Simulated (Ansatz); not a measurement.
Mulliken charges of `C[Se][Si](F)(F)F` from ωB97M-V/def2-TZVPP in Ansatz (PBE0-D4/def2-TZVP geometry).

| atom | x (Å) | y (Å) | z (Å) | charge (e) |
| --- | --- | --- | --- | --- |
| C1 | -0.160 | -1.247 | 0.982 | -0.423 |
| Se2 | 1.402 | -0.435 | 0.112 | -0.075 |
| Si3 | 0.251 | 1.153 | -0.932 | 0.845 |
| F4 | -0.842 | 0.572 | -1.912 | -0.278 |
| F5 | 1.239 | 2.045 | -1.771 | -0.278 |
| F6 | -0.538 | 2.091 | 0.062 | -0.278 |
| H7 | 0.232 | -2.079 | 1.564 | 0.152 |
| H8 | -0.856 | -1.618 | 0.234 | 0.167 |
| H9 | -0.638 | -0.529 | 1.643 | 0.167 |

By hand: the dipole of these point charges (1 e Å = 4.8032 D).

Σ q r = (0.000, -0.449, 0.346) e Å, of length 0.567 e Å = 2.72 D.

How does the dipole of the full density compare? (An estimate is asked.)

Ansatz gave: (-0.082, -0.388, 0.312) e Å, 2.42 D; the point charges give 1.12 times that, at 9° from its direction.

Point charges leave out the atoms' own dipoles, such as those of lone pairs, and Mulliken's split depends on the basis, so the close match here is no proof of good charges.
